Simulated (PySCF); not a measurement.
Vertical excitations of a molecule C4H9NSi from TDDFT-PBE/def2-SVPD run with PySCF 2.14.0, as energy in eV (oscillator strength): 5.49 (0.036), 5.90 (0.046), 5.92 (0.000), 6.08 (0.000), 6.10 (0.005), 6.28 (0.044), 6.37 (0.002), 6.57 (0.008), 6.74 (0.003), 6.78 (0.011). Lowest triplet (TDA): 5.21 eV. Geometry: B3LYP-D3(BJ)/def2-SVP. One conformer was computed; it need not be the lowest.

**Question.** Identify the compound among the candidates.
A) C[C@H]1C=C[Si@H]1N
B) C=CC(=C)[SiH2]N
C) C=C1CCN[SiH2]1
D) C#CCC[SiH2]N

**Answer.** D, C#CCC[SiH2]N
